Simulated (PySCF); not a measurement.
Molecule: C2H6BO, charge -1, multiplicity 1. It need not be the lowest isomer of its formula. Whether it binds its extra electron was not tested at this geometry. SMILES: OB(C)[CH2-]
Geometry from a B3LYP-D3(BJ)/def2-TZVP (Ansatz) optimisation:
```xyz
10

C     -1.3609    -0.7449     0.0580
B     -0.0980    -0.0166    -0.0156
C      1.3008    -0.5189     0.6027
O      0.0550     1.2691    -0.6647
H     -2.2999    -0.3819    -0.3709
H     -1.4614    -1.7117     0.5497
H      2.0751    -0.6141    -0.1718
H      1.6971     0.1939     1.3397
H      1.2056    -1.4902     1.0982
H     -0.8061     1.5175    -1.0129
```
Charge -1, spin multiplicity 1.

Dispersion corrections to the total energy (kcal/mol) from the dftd3 and dftd4 libraries through PySCF: D3(BJ) without and D4 with the three-body term, each with the damping fitted for the functional named.

| functional | D3(BJ) | D4 |
|---|---|---|
| HSE06 | -2.17 | -3.11 |
| PBE | -3.55 | -4.06 |
| BP86 | ? | -5.24 |
| LC-wPBE | -3.18 | ? |
| PW6B95 | -1.63 | ? |
| B2PLYP | -2.70 | -2.83 |
| BHLYP | -4.58 | -4.45 |

Question: What belongs in the gaps?

Answer: 
- BP86, D3(BJ): -5.33
- LC-wPBE, D4: -4.46
- PW6B95, D4: -3.53
